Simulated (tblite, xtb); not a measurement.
C$_{5}$H$_{8}$NO, doublet, geometry from GFN2-xTB. Base run: GFN1-xTB in xtb.

Geometry (Å):
```xyz
15

C      2.0689     0.2727    -0.1640
N      0.7258     0.2640    -0.0487
C     -0.0732     1.4709    -0.0854
C     -1.4941     0.9650    -0.3459
C     -1.4823    -0.4338     0.2648
C     -0.0309    -0.8659     0.1600
O      0.4211    -1.9915     0.2524
H      2.5810    -0.6645    -0.0989
H      2.5774     1.1997    -0.3261
H      0.2894     2.1473    -0.8623
H     -0.0060     1.9853     0.8813
H     -2.2471     1.6157     0.0941
H     -1.6757     0.9023    -1.4195
H     -1.7640    -0.4154     1.3207
H     -2.1351    -1.1402    -0.2444
```
Charge 0, spin multiplicity 2.
All else is at xtb's defaults.
Base energy -22.72624 Eh.

Programs used: tblite, xtb; a row that names a program was run with it.

Variants of this job, named by their change:

| change | ΔE vs base (kcal/mol) | dipole (D) | G_solv (kcal/mol) | SCF cycles |
|---|---|---|---|---|
| base | 0.000 | 5.57 | - | 10 |
| file = coord | 0.000 | 5.57 | - | 10 |
| program = tblite; method = gfn1 | 0.000 | - | - | - |
| acc = 0.0001 | 0.000 | 5.57 | - | 16 |
| acc = 0.1 | 0.000 | 5.57 | - | 12 |
| program = tblite; method = gfn1; option = --grad | 0.000 | - | - | - |
| alpb = acetone | -8.16 | 6.17 | -8.91 | 10 |
| alpb = benzene | -8.30 | 6.08 | -8.79 | 10 |
| gbsa = thf | -9.36 | 6.29 | -10.40 | 10 |

ALPB and GBSA are two models with their own fitted parameters for each solvent, which aren't always the measured dielectric constant.
